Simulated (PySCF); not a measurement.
AsH⁻: everyday levels beside a composite calculation

PySCF; the state is a doublet (π ↑). The composite is CCSD(T) extrapolated to the basis-set limit from two correlation-consistent sets, with core-valence (CV) and scalar-relativistic (SR) terms as its label shows; it has no spin–orbit coupling and nothing beyond (T). Here it is CCSD(T)/CBS(DT). It gives Re = 1.533 Å, ωe = 2055 cm⁻¹ and De = 3.17 eV to As⁻ + H.

| level | basis | relativity | Re (Å) | ωe (cm⁻¹) | De (eV) |
| --- | --- | --- | --- | --- | --- |
| PBE | aug-cc-pVDZ-DK | spin-free X2C | 1.566 | 1974 | 3.10 |
| BLYP | aug-cc-pVDZ-DK | spin-free X2C | 1.573 | 1924 | 3.13 |
| r²SCAN | aug-cc-pVDZ-DK | spin-free X2C | 1.547 | 2051 | 3.10 |
| M06-L | aug-cc-pVDZ-DK | spin-free X2C | 1.553 | 2042 | 3.17 |
| PBE0 | aug-cc-pVDZ-PP/aug-cc-pVDZ | scalar-relativistic core potentials | 1.552 | 2047 | 3.04 |
| PBE0 | aug-cc-pVDZ-DK | spin-free X2C | 1.549 | 2057 | 3.05 |
| M06-2X | aug-cc-pVDZ-DK | spin-free X2C | 1.547 | 2085 | 2.97 |

Q: Give the difference of each row from the composite.

A: 

| level | basis | ΔRe (pm) | Δωe (%) | ΔDe (eV) |
| --- | --- | --- | --- | --- |
| PBE | aug-cc-pVDZ-DK | +3.3 | -3.9 | -0.07 |
| BLYP | aug-cc-pVDZ-DK | +4.0 | -6.4 | -0.04 |
| r²SCAN | aug-cc-pVDZ-DK | +1.4 | -0.2 | -0.07 |
| M06-L | aug-cc-pVDZ-DK | +2.0 | -0.6 | +0.00 |
| PBE0 | aug-cc-pVDZ-PP/aug-cc-pVDZ | +1.9 | -0.4 | -0.13 |
| PBE0 | aug-cc-pVDZ-DK | +1.6 | +0.1 | -0.12 |
| M06-2X | aug-cc-pVDZ-DK | +1.4 | +1.5 | -0.20 |

Q: Which rows come closest in De?

A: M06-L in aug-cc-pVDZ-DK (+0.00 eV), counted from the composite.

Correlated steps freeze 4 core orbitals. Spin–orbit coupling is left out. For an ion De counts to the pair picked by the measured ionisation energies or electron affinities, which need not be the lowest pair at this level. The highest Kohn–Sham level is positive in some of these anions. Much of that is self-interaction error, but it also means that the finite basis helps to hold the extra electron. The state was picked by a PBE0 search and need not be the measured ground state.
